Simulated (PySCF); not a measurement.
F₂Si, triplet, geometry from GFN2-xTB (the spin is typed, not shown lowest) (in this run its highest filled SCF level lies above zero, so its values depend strongly on the basis, on diffuse functions most of all), with bond 2-1 at 1.3 times its length; BLYP/STO-3G run with PySCF.

Input for PySCF:
```python
from pyscf import gto, scf, dft

mol = gto.Mole()
mol.atom = '''
    Si   -0.03269801   -0.01543688    0.55306998
    F     1.44725012   -0.91349860   -0.66816978
    F    -1.05486006    0.73026650   -0.47398585
'''
mol.basis = 'sto-3g'
mol.spin = 2
mol.verbose = 4
mol.build()

mf = dft.UKS(mol)
mf.xc = 'blyp'
mf = mf.newton()
mf.kernel()
```

The log (banner, timings and long lists left out):

```
PySCF version 2.14.0

[INPUT] verbose = 4
[INPUT] num. atoms = 3
[INPUT] num. electrons = 32
[INPUT] charge = 0
[INPUT] spin (= nelec alpha-beta = 2S) = 2
[INPUT] symmetry False subgroup None
[INPUT] Mole.unit = angstrom
[INPUT] Symbol           X                Y                Z      unit          X                Y                Z       unit  Magmom
[INPUT]  1 Si    -0.032698010000  -0.015436880000   0.553069980000 AA   -0.061790283718  -0.029171475418   1.045150789919 Bohr   0.0
[INPUT]  2 F      1.447250120000  -0.913498600000  -0.668169780000 AA    2.734906360544  -1.726262169174  -1.262657888911 Bohr   0.0
[INPUT]  3 F     -1.054860060000   0.730266500000  -0.473985850000 AA   -1.993396613142   1.380003682945  -0.895703443419 Bohr   0.0

nuclear repulsion = 86.6751753502048
number of shells = 11
number of NR pGTOs = 57
number of NR cGTOs = 19
basis = sto-3g
ecp = {}

******** <class 'pyscf.soscf.newton_ah.SecondOrderUKS'> ********
method = SecondOrderUKS
initial guess = minao
damping factor = 0
level_shift factor = 0
DIIS = <class 'pyscf.scf.diis.CDIIS'>
diis_start_cycle = 1
diis_space = 8
diis_damp = 0
SCF conv_tol = 1e-09
SCF conv_tol_grad = None
SCF max_cycles = 50
direct_scf = True
direct_scf_tol = 1e-13
number electrons alpha = 17  beta = 15
XC library pyscf.dft.libxc version 7.1.2
    S. Lehtola, C. Steigemann, M. J. T. Oliveira, and M. A. L. Marques,  SoftwareX 7, 1–5 (2018)
XC functionals = blyp
    A. D. Becke,  Phys. Rev. A 38, 3098 (1988)
    C. Lee, W. Yang, and R. G. Parr,  Phys. Rev. B 37, 785 (1988)
    B. Miehlich, A. Savin, H. Stoll, and H. Preuss,  Chem. Phys. Lett. 157, 200 (1989)
radial grids:
    Treutler-Ahlrichs [JCP 102, 346 (1995); DOI:10.1063/1.469408] (M4) radial grids

becke partition: Becke, JCP 88, 2547 (1988); DOI:10.1063/1.454033
pruning grids: <function nwchem_prune>
grids dens level: 3
symmetrized grids: False
atomic radii adjust function: <function treutler_atomic_radii_adjust>
small_rho_cutoff = 0
******** <class 'pyscf.dft.uks.UKS'> Newton solver flags ********
SCF tol = 1e-09
conv_tol_grad = None
max. SCF cycles = 50
direct_scf = True
direct_scf_tol = 1e-13
max_cycle_inner = 12
max_stepsize = 0.05
ah_start_tol = 1e+09
ah_level_shift = 0
ah_conv_tol = 1e-12
ah_lindep = 1e-14
ah_start_cycle = 1
ah_max_cycle = 40
ah_grad_trust_region = 2.5
kf_interval = 4
kf_trust_region = 5
canonicalization = True
Set conv_tol_grad to 3.16228e-05
tot grids = 47704

Initial guess E= -482.470437467675  |g|= 0.399819
macro= 0  E= -482.644716016106  delta_E= -0.174279  |g|= 0.195524  3 KF 18 JK
macro= 1  E= -482.663523021942  delta_E= -0.018807  |g|= 0.110911  3 KF 19 JK
macro= 2  E= -482.676308950659  delta_E= -0.0127859  |g|= 0.0546981  3 KF 20 JK
macro= 3  E= -482.6779526816  delta_E= -0.00164373  |g|= 0.000632253  3 KF 12 JK
macro= 4  E= -482.677952700501  delta_E= -1.89017e-08  |g|= 8.22994e-05  1 KF 5 JK
macro= 5  E= -482.6779527005  delta_E= 9.09495e-13  |g|= 1.13467e-05  1 KF 2 JK
Canonicalize SCF orbitals
macro X = 6  E=-482.6779527005  |g|= 1.13467e-05  total 15 KF 83 JK

converged SCF energy = -482.6779527005  <S^2> = 2.0030104  2S+1 = 3.0020062
```
